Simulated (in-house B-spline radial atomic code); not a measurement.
RPA and G0W0 on B3LYP (VWN-RPA): the iridium ion Ir⁴⁺

Configuration [Xe] 4f14 5d5, highest spin, mean-field start B3LYP (VWN-RPA). Computed with an all-electron radial atomic-structure program (B-spline basis): all electrons, scalar-relativistic (spin-free one-electron X2C), finite nucleus, each spin shell either full or empty, empty states to l = 9 with an (l + 1/2)⁻⁴ tail; G0W0 by contour deformation at full frequency.

Without the two-electron picture change, the correlation of inner shells comes somewhat too large for so heavy an element.

Command:
```bash
python run_gw.py task.json out
```
Settings (radii: box in bohr, nucleus in fm):
```
Z                        77
electrons                73
configuration            [Xe] 4f14 5d5
hamiltonian              x2c
method                   b3lyp
lmax                     9
rms_radius               5.4032
spin_polarised           True
box_radius               11.96
intervals                67
```

Run time, properties included: 14 s on 1 thread of Arm Neoverse N1 (shared host).

Energies (hartree):

| term | value |
| --- | --- |
| mean-field total | -17826.39482 |
| Hartree-Fock functional on these orbitals | -17820.77632 |
| direct second order | -7.4369 |
| second-order exchange | 1.8611 |
| SOSEX correction | 1.7534 |

(1) What is the RPA correlation energy, and what remains with SOSEX?

Quasi-particle levels (eV):

```
  level  occupied  mean field  Σx - vxc     Σc  QP weight     G0W0
  5d up       yes      -53.49     -5.97      ?          ?        ?
5p down       yes     -101.08     -6.97   0.13      0.932  -107.92
4f down       yes     -113.13    -17.18   7.09      0.895  -123.23
5d down        no      -46.72      7.99  -3.32      0.950   -42.04
```

G0W0 = mean field + (Σx - vxc) + Σc, with Σc (partial-wave tail included) taken at the quasi-particle energy. Only the outer levels were computed. Levels of low weight are left out.

(2) Where does G0W0 put 5d up?

Answers

(1) RPA gives -6.521 hartree (-2.43 eV per electron); RPA + SOSEX gives -4.7675, and the second-order doubles -5.5758 hartree (no singles). SOSEX takes back 27 % of the RPA value.

(2) At -59.72 eV, with Σc = -0.26 eV and a quasi-particle weight of 0.947. The tabulated removal energy is 57 ± 1.9 eV (NIST, tabulated theory); the calculation leaves out spin-orbit coupling, Breit and QED terms, and what these don't explain is the method's own error.
